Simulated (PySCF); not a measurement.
CCl, doublet, at a GFN2-xTB geometry; PySCF with SCAN/def2-SVP.

PySCF was given this input:
```python
from pyscf import gto, scf, dft

mol = gto.M(
    atom='''
C    -0.00000000   -0.00000000   -1.17524834
Cl    0.00000000    0.00000000    0.41479353
''',
    basis='def2-svp',
    spin=1,
    verbose=4,
)

mf = dft.UKS(mol)
mf.xc = 'scan'
mf.kernel()
```

**Question.** Predict the main parts of the log of this PySCF run.

**Answer.** 
```
PySCF version 2.14.0

[INPUT] verbose = 4
[INPUT] num. atoms = 2
[INPUT] num. electrons = 23
[INPUT] charge = 0
[INPUT] spin (= nelec alpha-beta = 2S) = 1
[INPUT] symmetry False subgroup None
[INPUT] Mole.unit = angstrom
[INPUT] Symbol           X                Y                Z      unit          X                Y                Z       unit  Magmom
[INPUT]  1 C      0.000000000000   0.000000000000  -1.175248340000 AA    0.000000000000   0.000000000000  -2.220897490950 Bohr   0.0
[INPUT]  2 Cl     0.000000000000   0.000000000000   0.414793530000 AA    0.000000000000   0.000000000000   0.783846169942 Bohr   0.0

nuclear repulsion = 33.9463233844528
number of shells = 14
number of NR pGTOs = 60
number of NR cGTOs = 32
basis = def2-svp
ecp = {}

******** <class 'pyscf.dft.uks.UKS'> ********
method = UKS
initial guess = minao
damping factor = 0
level_shift factor = 0
DIIS = <class 'pyscf.scf.diis.CDIIS'>
diis_start_cycle = 1
diis_space = 8
diis_damp = 0
SCF conv_tol = 1e-09
SCF conv_tol_grad = None
SCF max_cycles = 50
direct_scf = True
direct_scf_tol = 1e-13
number electrons alpha = 12  beta = 11
XC library pyscf.dft.libxc version 7.1.2
    S. Lehtola, C. Steigemann, M. J. T. Oliveira, and M. A. L. Marques,  SoftwareX 7, 1–5 (2018)
XC functionals = scan
    J. Sun, A. Ruzsinszky, and J. P. Perdew,  Phys. Rev. Lett. 115, 036402 (2015)
    J. Sun, A. Ruzsinszky, and J. P. Perdew,  Phys. Rev. Lett. 115, 036402 (2015)
radial grids:
    Treutler-Ahlrichs [JCP 102, 346 (1995); DOI:10.1063/1.469408] (M4) radial grids

becke partition: Becke, JCP 88, 2547 (1988); DOI:10.1063/1.454033
pruning grids: <function nwchem_prune>
grids dens level: 3
symmetrized grids: False
atomic radii adjust function: <function treutler_atomic_radii_adjust>
small_rho_cutoff = 0
Set gradient conv threshold to 3.16228e-05
tot grids = 33000
init E= -498.132894930357

cycle= 1 E= -497.958070314825  delta_E= 0.175  |g|= 0.0891  |ddm|= 1.29
cycle= 2 E= -497.962758847747  delta_E= -0.00469  |g|= 0.057  |ddm|= 0.257
cycle= 3 E= -497.962677033094  delta_E= 8.18e-05  |g|= 0.0618  |ddm|= 0.15
cycle= 4 E= -497.96495753526  delta_E= -0.00228  |g|= 0.0092  |ddm|= 0.0674
cycle= 5 E= -497.965007971925  delta_E= -5.04e-05  |g|= 0.00288  |ddm|= 0.0129
cycle= 6 E= -497.965013948986  delta_E= -5.98e-06  |g|= 0.000438  |ddm|= 0.00437
cycle= 7 E= -497.965014692633  delta_E= -7.44e-07  |g|= 0.000303  |ddm|= 0.00348
cycle= 8 E= -497.965015389049  delta_E= -6.96e-07  |g|= 0.000266  |ddm|= 0.00413
cycle= 9 E= -497.965016307686  delta_E= -9.19e-07  |g|= 0.000212  |ddm|= 0.00658
cycle= 10 E= -497.965017443365  delta_E= -1.14e-06  |g|= 6.36e-05  |ddm|= 0.0178
cycle= 11 E= -497.965017449788  delta_E= -6.42e-09  |g|= 1.28e-05  |ddm|= 0.00133
cycle= 12 E= -497.965017449663  delta_E= 1.25e-10  |g|= 5.79e-06  |ddm|= 0.000716
Extra cycle  E= -497.965017449758  delta_E= -9.5e-11  |g|= 6.22e-06  |ddm|= 4.28e-05
converged SCF energy = -497.965017449758  <S^2> = 0.75439157  2S+1 = 2.0043868
```
